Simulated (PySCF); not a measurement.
C7H11O (doublet state).
Z-matrix (Å and degrees, GFN2-xTB geometry), rows numbered from 1:
```
C 
C   1  1.3188
C   2  1.5089  1  124.52
C   3  1.4892  2  109.51  1  -123.09
C   4  1.4811  3  118.10  2   -92.72
C   4  1.4324  3  123.09  2    84.55
C   6  1.5144  4  117.96  3     2.48
O   6  1.2333  4  121.39  3  -177.84
H   1  1.0768  2  121.66  3  -179.69
H   1  1.0779  2  122.18  3    -0.60
H   2  1.0814  1  120.51  3  -179.60
H   3  1.0903  2  109.16  1    -0.48
H   3  1.0940  2  108.22  1   117.95
H   5  1.0934  4  110.40  3   -68.47
H   5  1.0874  4  109.95  3   171.52
H   5  1.0916  4  110.95  3    49.81
H   7  1.0873  6  110.53  4   -56.95
H   7  1.0864  6  108.84  4  -177.20
H   7  1.0883  6  110.30  4    63.44
```

The hyperfine couplings belong to this conformer and change with its torsions.

As a line formula: `C(C)([C](CC=C)C)=O` [radical].

Theory: UKS B3LYP, pcH-1 on C H O, non-relativistic, mean-field spin-orbit, GIAO in PySCF. Isolated species at its GFN2-xTB geometry (one conformer only). The geometry wasn't refined by DFT: couplings that depend on bond lengths, twists or pyramidal angles can differ widely from those at the functional's own minimum. The SCF solution wasn't tested for stability.

Largest spin populations (Mulliken): C4 (+0.78), O8 (+0.29), C6 (-0.09) and C5 (-0.06). The positive populations add up to 1.21 and the negative ones to -0.21, together 2S = 1. The angles at C4 add up to 359.9°, so it is planar.

(1) How do the β-proton couplings of this frozen conformer go with θ, the angle between the C–H bond and the normal to the plane of the spin centre's three neighbours, both seen down the bond from centre to carbon?

(2) What would the freely rotating methyl group on C5 show?

Answers

(1) 
```csv
β H,on,centre,θ (°),cos²θ,a (G)
H12,C3,C4,55,0.33,+11.11
H13,C3,C4,66,0.17,+7.14
H14,C5,C4,23,0.85,+34.04
H15,C5,C4,83,0.02,+1.16
H16,C5,C4,39,0.61,+26.77
```

Fitting the Heller–McConnell form a = ρ(B0 + B2 cos²θ), with Mulliken ρ = 0.78, gives B0 = -0.1 G and B2 = 52.5 G, with a largest miss of 2.3 G. By this fit the coupling would be 40.8 G at θ = 0° and -0.1 G at 90°.

(2) Three equal couplings, a 1:3:3:1 quartet. The mean of the three values of this geometry estimates the splitting: 20.7 G, or 58.0 MHz (three bonds 120° apart have a mean cos²θ of 1/2 at any torsion).

Couplings in gauss use g_iso = 2.0045.

Time: 87 s of wall time (with the writing of density and orbital grids); peak memory 0.97 GiB. Hardware: one thread of an Arm Neoverse V2, on a shared host.
